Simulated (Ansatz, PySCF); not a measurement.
Gas-phase reaction (SMILES): N[Si](F)(F)F + 3 [SiH4] (SiH4) -> 3 F[SiH3] + N[SiH3]; bond separation energy.

Each molecule is optimised on its own at B3LYP-D3(BJ)/def2-TZVP (Ansatz, a first-principles code), one conformer each, not searched for the lowest. Correlated levels leave the core frozen unless marked. No spin-orbit coupling. Non-relativistic. CBS marks a two-point X^-3 extrapolation of the correlation energy; Hartree-Fock from the larger set. Thermal terms are rigid-rotor harmonic-oscillator values from B3LYP-D3(BJ) frequencies (Ansatz or PySCF) at 298.15 K and 1 atm. 1 Eh = 627.5095 kcal/mol.

```tsv
species	E, CCSD(T)/CBS(cc-pV(T+d)Z,cc-pV(Q+d)Z) (Ansatz) (Eh)	E, wB97M-V/def2-TZVPD (Ansatz) (Eh)	H - E (Eh)
N[Si](F)(F)F	-644.60700	-645.30216	0.04235
F[SiH3]	-390.71665	-391.18682	0.03157
N[SiH3]	-346.79605	-347.24258	0.05540
[SiH4] (SiH4)	-291.45815	-291.84546	0.03520
```

Question: Work out ΔE and ΔH at 298.15 K at the first level, then ΔH at the second.

Answer: 
1. ΔE = [3×(-390.71665) + (-346.79605)] - [(-644.60700) + 3×(-291.45815)] = 0.03545 Eh = 22.2 kcal/mol at CCSD(T)/CBS(cc-pV(T+d)Z,cc-pV(Q+d)Z).
2. The terms H - E add up to 0.00216 Eh, so ΔH = (0.03545 + (0.00216))×627.5095 = 23.6 kcal/mol.
3. At wB97M-V/def2-TZVPD the same steps give ΔE = 22.3 and ΔH = 23.6 kcal/mol, a shift of +0.0 from the first level.
4. These values are not checked against measurement here, since the tables used lack a sound gas-phase enthalpy of formation for at least one species.
